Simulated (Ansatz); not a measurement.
`[CH3][Ti-]1([OH])([F])[O]C=CC=[O+]1` and `[CH3][Al-]1([OH])[O]C=CC=[O+]1` differ in one atom or group.

Ansatz, PBE0-D4/def2-TZVP geometries, multiplicity 1. Each molecule was computed in one conformer, which needn't be the lowest.

Scalar relativity is left out up to krypton.

```
                                          property  `[CH3][Ti-]1([OH])([F])[O]C=CC=[O+]1`
               LUMO energy (B3LYP/def2-TZVPP) / eV                                  -2.56
               HOMO–LUMO gap (PBE/def2-TZVPP) / eV                                   2.95
    size of the dipole moment (PBE/def2-TZVPP) / D                                   3.20
size of the dipole moment (ωB97M-V/def2-TZVPP) / D                                   3.49
             LUMO energy (ωB97M-V/def2-TZVPP) / eV                                  -0.21
              HOMO–LUMO gap (PBE0/def2-TZVPP) / eV                                   5.26
```

(1) What does the change do to each property? (Best estimate.)

Answers

(1) Computed: 
| property | `[CH3][Al-]1([OH])[O]C=CC=[O+]1` | shift |
| --- | --- | --- |
| LUMO energy (B3LYP/def2-TZVPP) / eV | -2.51 | 0.05 |
| HOMO–LUMO gap (PBE/def2-TZVPP) / eV | 3.06 | 0.11 |
| size of the dipole moment (PBE/def2-TZVPP) / D | 2.66 | -0.54 |
| size of the dipole moment (ωB97M-V/def2-TZVPP) / D | 3.00 | -0.49 |
| LUMO energy (ωB97M-V/def2-TZVPP) / eV | -0.15 | 0.06 |
| HOMO–LUMO gap (PBE0/def2-TZVPP) / eV | 5.23 | -0.03 |

The zero-point energy changes by -1.3 kJ/mol with -3 modes. Dipoles are sizes alone; their direction can turn.

B3LYP here is the variant with VWN-RPA as its local correlation; programs differ in this.
